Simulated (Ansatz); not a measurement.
Program: Ansatz. Geometries: PBE0-D4/def2-TZVP. ΔE: electronic, gas phase. CBS: MP2 limit from def2 TZ/QZ plus the TZ coupled-cluster correction, frozen cores. This one scheme is used for every species. DFT in def2-TZVPP. B3LYP here is the variant with VWN-RPA as its local correlation; programs differ in this. Each species was taken in one conformer, which may not be the lowest.

`O[SiH]([SiH3])[SiH2]S` + H₂O → `O[SiH2][SiH](O)[SiH3]` + H₂S  (formal hydrolysis of the Si–S bond)

(1) Is it downhill or uphill in electronic energy at CCSD(T)/CBS, and by how much? (Estimate.)

(2) What do these levels give: r2SCAN-D4, PBE0-D4, B3LYP-D4, ωB97X-V, B2PLYP, PBE0, B3LYP, CCSD/def2-TZVPP, CCSD(T)/def2-TZVPP, HF/def2-QZVPP, MP2/def2-QZVPP, HF/CBS(def2)? (An estimate is asked.)

Largest T1 diagnostic among the species: 0.013.

Answers

(1) Ansatz gave: Downhill: ΔE = -15.7 kJ/mol.

(2) Computed: r2SCAN-D4 -15.8, PBE0-D4 -8.4, B3LYP-D4 -20.4, ωB97X-V -22.2, B2PLYP -24.8, PBE0 -12.1, B3LYP -27.2, CCSD/def2-TZVPP -24.5, CCSD(T)/def2-TZVPP -20.6, HF/def2-QZVPP -39.4, MP2/def2-QZVPP -14.3, HF/CBS(def2) -39.5 kJ/mol.

The D4 term adds +6.8 kJ/mol with B3LYP and +3.8 kJ/mol with PBE0; it sums over pairs of atoms, weighted by their polarisabilities, and B3LYP, whose exchange is more repulsive, gets the larger term. In def2-TZVPP, CCSD(T) changes the Hartree–Fock value by +18.0 kJ/mol (the triples alone add +3.8 kJ/mol) and MP2 by +21.8 kJ/mol.
